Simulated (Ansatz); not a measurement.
What each rung costs, and what it gives

Saddle point of SiH$_{5}$Cl$_{2}$OF, closed shell (SiH₂Cl₂ ([Cl][SiH2][Cl]) + H₂O + HF → SiH₃ClO ([OH][SiH2][Cl]) + HCl + HF; bonds formed: Cl2–H8, H6–F9; bonds broken: Si1–Cl2, H6–O7, H8–F9), PBE0-D4/def2-TZVP structure:

```json
{"atom": "Si1", "x (Å)": "-0.8567", "y (Å)": "0.7268", "z (Å)": "-0.2877"}
{"atom": "Cl2", "x (Å)": "-0.8043", "y (Å)": "-1.8250", "z (Å)": "-0.7283"}
{"atom": "H3", "x (Å)": "-0.8894", "y (Å)": "0.7552", "z (Å)": "-1.7505"}
{"atom": "H4", "x (Å)": "-1.9845", "y (Å)": "0.3349", "z (Å)": "0.5595"}
{"atom": "Cl5", "x (Å)": "-0.7236", "y (Å)": "2.7910", "z (Å)": "0.1507"}
{"atom": "H6", "x (Å)": "1.2245", "y (Å)": "-0.6020", "z (Å)": "0.4887"}
{"atom": "O7", "x (Å)": "0.7094", "y (Å)": "0.4028", "z (Å)": "0.3964"}
{"atom": "H8", "x (Å)": "0.6126", "y (Å)": "-2.0120", "z (Å)": "-0.0504"}
{"atom": "F9", "x (Å)": "1.5630", "y (Å)": "-1.7541", "z (Å)": "0.4670"}
{"atom": "H10", "x (Å)": "1.1490", "y (Å)": "1.1827", "z (Å)": "0.7544"}
```

Barriers are electronic and count from the start structure reached by relaxing down the imaginary mode.

Program: Ansatz 0.2.0. Basis: as named in each row. Cores are frozen in the correlated methods. B3LYP uses VWN-RPA correlation. Extrapolation: Hartree–Fock as exp(−7.88 √X), correlation as X^−2.97.

Times are rough, for one single point on 8 threads of a shared host (Intel Xeon).

The estimate by CCSD(T) at an estimated basis limit (MP2 extrapolated from triple and quadruple zeta, plus CCSD(T) − MP2 in triple zeta) is 0.191 eV.

```csv
method,basis,time (s),barrier (eV),method less estimate
HF,STO-3G,under 1,0.026,-0.165
PBE-D4,STO-3G,under 1,-0.555,-0.746
SPW92,def2-SVP,under 1,-0.091,-0.282
PBE-D4,def2-SVP,under 1,0.011,-0.180
B3LYP-D4,6-31G,under 1,0.047,-0.144
PBE0-D4,def2-SVP,under 1,0.087,-0.104
SPW92,def2-TZVPP,under 1,-0.064,-0.255
PBE-D4,def2-TZVPP,1,0.038,-0.153
BLYP-D4,def2-TZVPP,1,0.043,-0.148
B3LYP-D4,def2-TZVPP,2,0.094,-0.097
BHLYP-D4,def2-TZVPP,2,0.178,-0.013
r2SCAN-D4,def2-TZVPP,2,0.052,-0.139
wB97M-V,def2-SVP,2,0.134,-0.057
CCSD(T),def2-SVP,2,0.162,-0.030
CAM-B3LYP-D4,def2-TZVPP,2,0.091,-0.100
PBE0-D4,def2-TZVPP,2,0.107,-0.084
r2SCAN0-D4,def2-TZVPP,2,0.110,-0.082
RPA on PBE,def2-TZVPP,3,0.129,-0.062
PBE-QIDH,def2-TZVPP,3,0.152,-0.039
B97M-V,def2-TZVPP,3,0.197,0.006
B2PLYP,def2-TZVPP,3,0.121,-0.070
wB97X-V,def2-TZVPP,4,0.136,-0.055
wB97M-V,def2-TZVPP,4,0.159,-0.032
MP2,def2-QZVPP,19,0.152,-0.039
CCSD(T),def2-TZVPP,63,0.166,-0.025
```

All methods are single points on the PBE0-D4 structures; a negative value means that the method puts the saddle structure below the start.

No T1 diagnostic of these runs exceeds 0.010.

Labels in which every atom is bracketed show which atoms are joined, not bond orders.
